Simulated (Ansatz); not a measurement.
Geometry optimisation of NiI2.

```yaml
crystal:
  periodic: [false, false, false]
  atoms:
    - {symbol: Ni, position_ang: [-0.539064, 0.221181, 0.739618]}
    - {symbol: I, position_ang: [0.292288, -1.886144, 0.177751]}
    - {symbol: I, position_ang: [0.246776, 1.664963, -0.917369]}
basis:
  gaussian: {orbitals: def2-TZVP}
magnetization: {spin_polarized: true, initial_magnetization: 4}
hamiltonian: {xc: r2scan, dispersion: d4}
scf: {lower_state_search: "off"}
output: {orbitals: {seedname: orbitals}}
relax: {f_tol: 0.02, max_steps: 100}
```

```sh
$ ansatz run in.yaml --threads 4 --pin off --events-out ev --progress --plain --max-ram 3916MiB
```

Output, abridged:

```
Functional definition: r2SCAN
mean field -57251.05916087 eV, -2103.9376180002 hartree, gradient 1.7e-6 eV, S^2 6.012316; 0 other end points of the search recorded, 0 dependent functions left out
relax step   1: F+E_penalty+E_count = -57251.08256542 eV  Δ(F+E_penalty+E_count) = +0.000e0 eV  max|allowed force component| = 1.967e0 eV/Å  Δτ_max = 0.0000 Å  (114 SCF iters, accepted)
mean field -57251.46093489 eV, -2103.9523829233 hartree, gradient 2.1e-6 eV, S^2 6.011113; 0 other end points of the search recorded, 0 dependent functions left out
relax step   2: F+E_penalty+E_count = -57251.48426855 eV  Δ(F+E_penalty+E_count) = -4.017e-1 eV  max|allowed force component| = 7.655e-1 eV/Å  Δτ_max = 0.1532 Å  (73 SCF iters, accepted)
mean field -57251.68271754 eV, -2103.9605332852 hartree, gradient 2.2e-6 eV, S^2 6.009299; 0 other end points of the search recorded, 0 dependent functions left out
relax step   3: F+E_penalty+E_count = -57251.70615029 eV  Δ(F+E_penalty+E_count) = -2.219e-1 eV  max|allowed force component| = 6.904e-1 eV/Å  Δτ_max = 0.1419 Å  (107 SCF iters, accepted)
mean field -57251.88297571 eV, -2103.9678926371 hartree, gradient 2.6e-6 eV, S^2 6.009804; 0 other end points of the search recorded, 0 dependent functions left out
relax step   4: F+E_penalty+E_count = -57251.90659342 eV  Δ(F+E_penalty+E_count) = -2.004e-1 eV  max|allowed force component| = 1.717e-1 eV/Å  Δτ_max = 0.1955 Å  (28 SCF iters, accepted)
mean field -57251.88660697 eV, -2103.9680260837 hartree, gradient 2.1e-6 eV, S^2 6.009785; 0 other end points of the search recorded, 0 dependent functions left out
relax step   5: F+E_penalty+E_count = -57251.91024158 eV  Δ(F+E_penalty+E_count) = -3.648e-3 eV  max|allowed force component| = 7.056e-2 eV/Å  Δτ_max = 0.0142 Å  (25 SCF iters, accepted)
mean field -57251.88769969 eV, -2103.9680662403 hartree, gradient 1.9e-6 eV, S^2 6.009798; 0 other end points of the search recorded, 0 dependent functions left out
relax step   6: F+E_penalty+E_count = -57251.91134789 eV  Δ(F+E_penalty+E_count) = -1.106e-3 eV  max|allowed force component| = 6.651e-3 eV/Å  Δτ_max = 0.0161 Å  (23 SCF iters, accepted)
Total energy: -57251.91136316 eV, -2103.9689358568 hartree
Atom 0 at    -0.817696     0.335505     1.121912 Å, force     0.002549    -0.001046    -0.003498 eV/Å
Atom 1 at     0.428533    -1.703709    -0.087285 Å, force    -0.001196    -0.005605     0.003639 eV/Å
Atom 2 at     0.389162     1.368204    -1.034627 Å, force    -0.001353     0.006651    -0.000141 eV/Å
Dipole moment:    -0.072605     0.029790     0.099617 e Å
Checks for a lower state left out: stability, starts, cluster_reference, orbital_swaps, neighbouring_geometries, increment
```

It took 55 s on 4 threads of Arm Neoverse V2 on a shared host.

In the def2 sets I takes a core potential; there is no spin–orbit coupling. In the quintet, I2 and I3 lie 3.21 Å apart (atoms count from 1), so these atoms are partly bonded to each other. At r2SCAN-D4/def2-TZVP a triplet of charge 0 lies 2.94 eV below the quintet, each at its own geometry. The structure comes from a short search, and lower isomers may exist.
